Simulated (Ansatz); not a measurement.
Molecule: CH3Se2, charge 0, multiplicity 2. It need not be the lowest isomer of its formula. 
Structure (B3LYP-D3(BJ)/def2-TZVP (Ansatz, a first-principles code) minimum search):
```
C
H 1 1.0861
H 1 1.0861 2 110.76
H 1 1.0892 2 110.73 3 123.24
Se 1 1.9722 2 108.72 3 -119.39
Se 5 2.2540 1 102.79 2 60.33
```
Charge 0, spin multiplicity 2.

Basis-set convergence of Hartree-Fock and CCSD correlation energies (hartree) with Ansatz. Correlated levels leave the core frozen unless marked. Open shells are spin-unrestricted. No spin-orbit coupling. The frozen core is the preceding noble-gas configuration, with the filled d and f shells of earlier blocks. Non-relativistic.

```json
[
 {"basis": "aug-cc-pVDZ", "functions": "122", "E(HF)": "-4839.25646", "E(corr, CCSD)": "-0.41961"},
 {"basis": "aug-cc-pVTZ", "functions": "233", "E(HF)": "?", "E(corr, CCSD)": "?"}
]
```

Task: Complete the blanks.

Result: 
- aug-cc-pVTZ, E(HF): -4839.41860
- aug-cc-pVTZ, E(corr, CCSD): -0.51147
